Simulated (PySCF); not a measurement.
# From a log to its input

A PySCF 2.14 run on the atoms Tl 0 0 0 (angstrom) printed this (some set-up lines and the per-cycle HOMO/LUMO lines with their warnings removed):

```
PySCF version 2.14.0


nuclear repulsion = 0
point group symmetry = SO3
symmetry origin: [0. 0. 0.]
symmetry axis x: [1. 0. 0.]
symmetry axis y: [0. 1. 0.]
symmetry axis z: [0. 0. 1.]
num. orbitals of irrep s+0 = 8
num. orbitals of irrep p-1 = 7
num. orbitals of irrep p+0 = 7
num. orbitals of irrep p+1 = 7
num. orbitals of irrep d-2 = 5
num. orbitals of irrep d-1 = 5
num. orbitals of irrep d+0 = 5
num. orbitals of irrep d+1 = 5
num. orbitals of irrep d+2 = 5
num. orbitals of irrep f-3 = 2
num. orbitals of irrep f-2 = 2
num. orbitals of irrep f-1 = 2
num. orbitals of irrep f+0 = 2
num. orbitals of irrep f+1 = 2
num. orbitals of irrep f+2 = 2
num. orbitals of irrep f+3 = 2
number of shells = 4
number of NR pGTOs = 298
number of NR cGTOs = 68
basis = cc-pvtz-dk
ecp = {}

******** <class 'pyscf.x2c.sfx2c1e.sfX2C1eSymAdaptedUHF'> ********
method = sfX2C1eSymAdaptedUHF
initial guess = minao
damping factor = 0
level_shift factor = 0
DIIS = <class 'pyscf.scf.diis.CDIIS'>
SCF conv_tol = 1e-09
SCF max_cycles = 50
number electrons alpha = 41  beta = 40

******** <class 'pyscf.x2c.sfx2c1e.SpinFreeX2CHelper'> ********
approx = 1e
xuncontract = 1
Freeze 0 electrons in irreps []
    81 free electrons in irreps s+0 p-1 p+0 p+1 d-2 d-1 d+0 d+1 d+2 f-3 f-2 f-1 f+0 f+1 f+2 f+3
init E= -20247.5928969861

cycle= 1 E= -20247.689871457  delta_E= -0.097  |g|= 0.067  |ddm|= 0.671
cycle= 2 E= -20247.6970337395  delta_E= -0.00716  |g|= 0.0394  |ddm|= 0.469
cycle= 3 E= -20247.6983361144  delta_E= -0.0013  |g|= 0.0132  |ddm|= 0.173
cycle= 4 E= -20247.6990376023  delta_E= -0.000701  |g|= 0.00313  |ddm|= 0.292
cycle= 5 E= -20247.6990634296  delta_E= -2.58e-05  |g|= 0.0006  |ddm|= 0.0576
cycle= 6 E= -20247.6990642474  delta_E= -8.18e-07  |g|= 0.000134  |ddm|= 0.00759
cycle= 7 E= -20247.6990642876  delta_E= -4.02e-08  |g|= 1.39e-05  |ddm|= 0.00174
cycle= 8 E= -20247.6990642879  delta_E= -3.06e-10  |g|= 1.65e-06  |ddm|= 0.000141
Extra cycle  E= -20247.6990642879  delta_E= -1.09e-11  |g|= 5.8e-07  |ddm|= 1.34e-05
converged SCF energy = -20247.6990642879  <S^2> = 0.75175136  2S+1 = 2.0017506

******** <class 'pyscf.mp.ump2.UMP2'> ********
nocc = (np.int64(7), np.int64(6)), nmo = (34, 34)
frozen orbitals 34
E(UMP2) = -20247.8427777893  E_corr = -0.143713501427747
E(SCS-UMP2) = -20247.835464436  E_corr = -0.136400148088194
E_corr(same-spin) = -0.0416031387981951
E_corr(oppo-spin) = -0.102110362629552
Dipole moment(X, Y, Z, Debye): -0.00000,  0.00000, -0.00000
orbital energies (hartree): [array([-0.8402, -0.4726, -0.1871,  0.015 ,  0.0151,  0.174 ]), array([-0.837 , -0.837 , -0.424 ,  0.0291,  0.0291,  0.0536])]
```

Problem. Write the input that gave this log.

Solution. The input was:

```python
from pyscf import gto, scf, mp

mol = gto.M(
    atom='Tl 0 0 0',
    basis='cc-pvtz-dk',
    charge=0,
    spin=1,
    symmetry=True,
    verbose=4,
)
mf = scf.UHF(mol)
mf = mf.sfx2c1e()
mf.kernel()
mp.MP2(mf, frozen=34).kernel()
mf.dip_moment()
print('orbital energies (hartree):', [e[max(0, n-3):n+3].round(4) for e, n in zip(mf.mo_energy, mol.nelec)])
```

No search for the lowest solution was made.
